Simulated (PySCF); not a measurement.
B(OH)(OMe)2 (C2H7BO3), SMILES O(C)B(O)OC. Coordinates come from a PBE-D3(BJ)/def2-SVP optimisation. Other conformers were not sampled.

Computed equilibrium geometry at PBE-D3(BJ)/def2-SVP (PySCF confirms it by a frequency run) as a Z-matrix (one conformer of several):
```
B
O 1 1.3718
O 1 1.3743 2 120.36
O 1 1.3760 2 120.45 3 179.80
H 4 0.9736 1 109.91 2 179.75
C 2 1.4162 1 120.28 3 -178.55
H 6 1.1083 2 108.24 1 -175.32
H 6 1.1115 7 108.73 2 -121.74
H 6 1.1120 7 108.52 8 -116.83
C 3 1.4170 1 121.48 2 -0.92
H 10 1.1096 3 111.90 1 19.90
H 10 1.1097 11 109.15 3 -120.62
H 10 1.1122 11 108.32 12 -117.36
```
